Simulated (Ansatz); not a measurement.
Geometry optimisation of Cu2S2.

```yaml
crystal:
  periodic: [false, false, false]
  atoms:
    - {symbol: Cu, position_ang: [-1.413090, 1.041640, 0.469120]}
    - {symbol: Cu, position_ang: [0.341020, -0.376670, -0.104610]}
    - {symbol: S, position_ang: [0.653330, -2.393450, -0.079860]}
    - {symbol: S, position_ang: [0.418740, 1.728490, -0.284650]}
basis:
  gaussian: {orbitals: def2-SVP}
hamiltonian: {xc: r2scan, dispersion: d4}
scf: {lower_state_search: "off"}
output: {orbitals: {seedname: orbitals}}
relax: {f_tol: 0.02, max_steps: 100}
```

```sh
$ ansatz run in.yaml --threads 4 --pin off --events-out ev --progress --plain --max-ram 4787MiB
```

Output, abridged:

```
Functional definition: r2SCAN
mean field -110931.14026253 eV, -4076.6442128206 hartree, gradient 4.1e-6 eV, S^2 0.000000; 0 other end points of the search recorded, 0 dependent functions left out
relax step   1: F+E_penalty+E_count = -110931.17541311 eV  Δ(F+E_penalty+E_count) = +0.000e0 eV  max|allowed force component| = 7.876e-1 eV/Å  Δτ_max = 0.0000 Å  (63 SCF iters, accepted)
mean field -110931.21102763 eV, -4076.6468133900 hartree, gradient 4.3e-6 eV, S^2 0.000000; 0 other end points of the search recorded, 0 dependent functions left out
relax step   2: F+E_penalty+E_count = -110931.24608288 eV  Δ(F+E_penalty+E_count) = -7.067e-2 eV  max|allowed force component| = 4.776e-1 eV/Å  Δτ_max = 0.0798 Å  (28 SCF iters, accepted)
mean field -110931.25034546 eV, -4076.6482582934 hartree, gradient 3.3e-6 eV, S^2 0.000000; 0 other end points of the search recorded, 0 dependent functions left out
relax step   3: F+E_penalty+E_count = -110931.28557490 eV  Δ(F+E_penalty+E_count) = -3.949e-2 eV  max|allowed force component| = 2.181e-1 eV/Å  Δτ_max = 0.1274 Å  (28 SCF iters, accepted)
mean field -110931.25201323 eV, -4076.6483195830 hartree, gradient 2.1e-6 eV, S^2 0.000000; 0 other end points of the search recorded, 0 dependent functions left out
relax step   4: F+E_penalty+E_count = -110931.28732444 eV  Δ(F+E_penalty+E_count) = -1.750e-3 eV  max|allowed force component| = 2.408e-1 eV/Å  Δτ_max = 0.0432 Å  (26 SCF iters, accepted)
mean field -110931.25442741 eV, -4076.6484083023 hartree, gradient 8.8e-7 eV, S^2 0.000000; 0 other end points of the search recorded, 0 dependent functions left out
relax step   5: F+E_penalty+E_count = -110931.28982342 eV  Δ(F+E_penalty+E_count) = -2.499e-3 eV  max|allowed force component| = 4.883e-2 eV/Å  Δτ_max = 0.0390 Å  (27 SCF iters, accepted)
mean field -110931.25515602 eV, -4076.6484350783 hartree, gradient 9.8e-7 eV, S^2 0.000000; 0 other end points of the search recorded, 0 dependent functions left out
relax step   6: F+E_penalty+E_count = -110931.29063143 eV  Δ(F+E_penalty+E_count) = -8.080e-4 eV  max|allowed force component| = 1.812e-2 eV/Å  Δτ_max = 0.0401 Å  (27 SCF iters, accepted)
mean field -110931.25800782 eV, -4076.6485398800 hartree, gradient 3.2e-6 eV, S^2 0.000000; 0 other end points of the search recorded, 0 dependent functions left out
relax step   7: F+E_penalty+E_count = -110931.29364728 eV  Δ(F+E_penalty+E_count) = -3.016e-3 eV  max|allowed force component| = 5.821e-2 eV/Å  Δτ_max = 0.0882 Å  (27 SCF iters, accepted)
mean field -110931.29536910 eV, -4076.6499128818 hartree, gradient 6.0e-6 eV, S^2 0.000000; 0 other end points of the search recorded, 0 dependent functions left out
relax step   8: F+E_penalty+E_count = -110931.33131645 eV  Δ(F+E_penalty+E_count) = -3.767e-2 eV  max|allowed force component| = 2.872e-1 eV/Å  Δτ_max = 0.1696 Å  (34 SCF iters, accepted)
mean field -110931.45832137 eV, -4076.6559012671 hartree, gradient 1.4e-6 eV, S^2 0.000000; 0 other end points of the search recorded, 0 dependent functions left out
relax step   9: F+E_penalty+E_count = -110931.49461638 eV  Δ(F+E_penalty+E_count) = -1.633e-1 eV  max|allowed force component| = 4.850e-1 eV/Å  Δτ_max = 0.1951 Å  (48 SCF iters, accepted)
mean field -110931.86593328 eV, -4076.6708807286 hartree, gradient 4.4e-6 eV, S^2 0.000000; 0 other end points of the search recorded, 0 dependent functions left out
relax step  10: F+E_penalty+E_count = -110931.90245778 eV  Δ(F+E_penalty+E_count) = -4.078e-1 eV  max|allowed force component| = 1.367e0 eV/Å  Δτ_max = 0.1945 Å  (55 SCF iters, accepted)
mean field -110932.50053174 eV, -4076.6942017918 hartree, gradient 2.1e-6 eV, S^2 0.000000; 0 other end points of the search recorded, 0 dependent functions left out
relax step  11: F+E_penalty+E_count = -110932.53741511 eV  Δ(F+E_penalty+E_count) = -6.350e-1 eV  max|allowed force component| = 1.266e0 eV/Å  Δτ_max = 0.1949 Å  (42 SCF iters, accepted)
mean field -110932.69227793 eV, -4076.7012483345 hartree, gradient 1.3e-6 eV, S^2 0.000000; 0 other end points of the search recorded, 0 dependent functions left out
relax step  12: F+E_penalty+E_count = -110932.72964073 eV  Δ(F+E_penalty+E_count) = -1.922e-1 eV  max|allowed force component| = 8.775e-1 eV/Å  Δτ_max = 0.1953 Å  (35 SCF iters, accepted)
mean field -110932.71959820 eV, -4076.7022523357 hartree, gradient 2.7e-6 eV, S^2 0.000000; 0 other end points of the search recorded, 0 dependent functions left out
relax step  13: F+E_penalty+E_count = -110932.75701077 eV  Δ(F+E_penalty+E_count) = -2.737e-2 eV  max|allowed force component| = 3.050e-1 eV/Å  Δτ_max = 0.0941 Å  (31 SCF iters, accepted)
mean field -110932.71846382 eV, -4076.7022106481 hartree, gradient 5.7e-6 eV, S^2 0.000000; 0 other end points of the search recorded, 0 dependent functions left out
relax step  14: F+E_penalty+E_count = -110932.75572515 eV  Δ(F+E_penalty+E_count) = +1.286e-3 eV  max|allowed force component| = 2.099e-1 eV/Å  Δτ_max = 0.1437 Å  (29 SCF iters, rejected (line search))
mean field -110932.73486006 eV, -4076.7028131987 hartree, gradient 1.3e-6 eV, S^2 0.000000; 0 other end points of the search recorded, 0 dependent functions left out
relax step  15: F+E_penalty+E_count = -110932.77220075 eV  Δ(F+E_penalty+E_count) = -1.519e-2 eV  max|allowed force component| = 8.809e-2 eV/Å  Δτ_max = 0.0718 Å  (27 SCF iters, accepted)
mean field -110932.73627039 eV, -4076.7028650275 hartree, gradient 3.1e-6 eV, S^2 0.000000; 0 other end points of the search recorded, 0 dependent functions left out
relax step  16: F+E_penalty+E_count = -110932.77359504 eV  Δ(F+E_penalty+E_count) = -1.394e-3 eV  max|allowed force component| = 3.825e-2 eV/Å  Δτ_max = 0.0140 Å  (25 SCF iters, accepted)
mean field -110932.73652672 eV, -4076.7028744475 hartree, gradient 2.3e-6 eV, S^2 0.000000; 0 other end points of the search recorded, 0 dependent functions left out
relax step  17: F+E_penalty+E_count = -110932.77384813 eV  Δ(F+E_penalty+E_count) = -2.531e-4 eV  max|allowed force component| = 1.251e-2 eV/Å  Δτ_max = 0.0137 Å  (25 SCF iters, accepted)
Total energy: -110932.77387319 eV, -4076.7042469051 hartree
Atom 0 at    -1.225456     0.165134     0.308071 Å, force     0.009550    -0.002653     0.002749 eV/Å
Atom 1 at     1.085796    -0.186822    -0.639914 Å, force    -0.002505     0.003368     0.006531 eV/Å
Atom 2 at    -0.108320    -1.656309     0.349860 Å, force    -0.006288    -0.012513    -0.002632 eV/Å
Atom 3 at     0.247980     1.678007    -0.018016 Å, force    -0.000757     0.011798    -0.006648 eV/Å
Dipole moment:    -0.127539    -0.019786    -0.302839 e Å
Checks for a lower state left out: stability, starts, cluster_reference, orbital_swaps, neighbouring_geometries, increment
```

Hardware: 4 threads of Arm Neoverse V1 on a shared host. Wall time 42 s.

The structure comes from a short search, and lower isomers may exist.
